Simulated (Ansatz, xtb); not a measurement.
# Ranking isomers of C5H8N2

5 gas-phase structures of C5H8N2, from a drawn sample of its isomers (lower ones may exist). Each was relaxed with GFN2-xTB; where two conformers were screened, the lower at r2SCAN-D4/def2-SVP is listed:

A. `CCc1ncc[nH]1`, a singlet
B. `Cc1ccnn1C`, a singlet
C. `CNc1cc[nH]c1`, a singlet
D. `Cc1cncn1C`, a singlet
E. `Cc1cn(C)cn1`, a singlet

Q: Which do you expect lowest at r2SCAN-D4/def2-SVP, and how would the others follow?

A: Calculated order at r2SCAN-D4/def2-SVP: A (0.0), D (14.6), E (16.8), B (51.4), C (62.6) kJ/mol. Less than 1 kcal/mol parts D and E, so the order within that pair means little.

Energies above the lowest of each column, in kJ/mol; the last columns are at B3LYP-D3(BJ)/def2-SVP geometries (a dash: not run or not comparable):

```tsv
structure	GFN2-xTB	HF/STO-3G	r2SCAN-D4/def2-SVP	B3LYP-D3(BJ)/def2-SVP	CCSD(T)/def2-SVP + ΔMP2/def2-TZVPP
A	18.0	0.5	0.0	0.0	0.0
D	0.0	0.0	14.6	13.0	17.8
E	3.6	4.1	16.8	13.4	16.9
B	43.9	27.5	51.4	51.8	–
C	77.3	96.5	62.6	60.2	–
```

CCSD(T)/def2-SVP + ΔMP2/def2-TZVPP puts A lowest of those it was run on; GFN2-xTB picks D. CCSD(T)/def2-SVP + ΔMP2/def2-TZVPP orders those it was run on as A (0.0), E (16.9), D (17.8) kJ/mol. Less than 1 kcal/mol parts E and D, so the order within that pair means little. Flexible structures stand in one conformer each, not always the lowest. Frequencies (GFN2-xTB) were run for A, D, E alone. ΔMP2 is the change of the MP2 energy from the smaller to the larger basis.

Over these structures GFN2-xTB departs from r2SCAN-D4/def2-SVP by 13.5 kJ/mol on average once a common shift is removed. A GFN2-xTB relaxation took about 0.041 s and the r2SCAN-D4/def2-SVP energy about 1.4 s on a shared host (Ansatz 0.2.0, xtb 6.7.1).
